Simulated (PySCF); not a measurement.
# Assigning NMR signals

Mapped SMILES: `[CH3:1][CH2:2][c:3]1[cH:4][cH:5][cH:6][cH:7][c:8]1[OH:9]` (H(Xn): hydrogen on atom n).

All values are calculated (PySCF 2.14.0 with density-fitted response routines): σ from GIAO-PBE0/pcSseg-1, geometry: GFN2-xTB. Averaged over atoms made equivalent by symmetry, fast rotation or ring inversion, no solvent, one conformer, non-relativistic Hamiltonian.

δ = σ(ref) − σ, references computed at the same level: $^{13}$C and $^{1}$H against TMS.

(1) Assign these signals to the numbered atoms. $^{13}$C{$^{1}$H} NMR (computed): δ 160.6 (C), 136.5 (C), 135.8 (CH), 132.2 (CH), 125.7 (CH), 117.9 (CH), 29.0 (CH2), 18.8 (CH3).

(2) Assign these signals to the numbered atoms. $^{1}$H NMR (300 MHz, computed): δ 7.45 (d, 1H), 7.33 (m, 1H), 7.12 (m, 1H), 6.70 (d, 1H), 4.25 (br s, 1H), 2.76 (q, 2H), 1.19 (t, 3H).

## Answers

(1) 
160.6 → C8, aromatic carbon bearing oxygen: the electronegative substituent deshields the carbon that carries it
136.5 → C3, substituted aromatic carbon
135.8 → C4, aromatic CH: the aromatic region
132.2 → C6, aromatic CH
125.7 → C5, aromatic CH
117.9 → C7, aromatic CH: it is ortho or para to a lone-pair donor and shielded by resonance
29.0 → C2, sp3 CH2 on an aromatic ring: saturated and bonded to C and H only
18.8 → C1, methyl carbon: saturated and bonded to C and H only

C3 and C4 lie closer than the usual error of such a calculation, so a measured spectrum could show them in the other order.

(2) 
7.45 → H(C4), hydrogen on an aromatic CH: it sits in the deshielding region of the aromatic ring current
7.33 → H(C6), hydrogen on an aromatic CH
7.12 → H(C5), hydrogen on an aromatic CH
6.70 → H(C7), hydrogen on an aromatic CH
4.25 → H(O9), hydrogen on a phenol-type oxygen: exchangeable; this is the value without hydrogen bonding to other molecules
2.76 → H(C2), hydrogen on an sp3 CH2 on an aromatic ring: benzylic-type position, deshielded by the ring
1.19 → H(C1), hydrogen on a methyl carbon

H(C4) and H(C6) lie closer than the usual error of such a calculation, so a measured spectrum could show them in the other order.

Exchangeable OH/NH protons stand at their gas-phase positions; hydrogen bonding in a real sample shifts them, mostly to higher δ. Shifts are as computed. Against solution values, carbons near 30 ppm lie about +3 ppm off and those near 130 ppm about +5 ppm. Of 1211 compounds with measured shifts, 218 miss one by over three times the rms of a fit or turn the order of signals round; such compounds aren't used in these exercises. No couplings were computed; multiplicities are counted from neighbouring protons, with m where these are inequivalent, close in shift, in a saturated or five-membered ring or joined by F or P, and br s for small geminal =CH2 splittings.
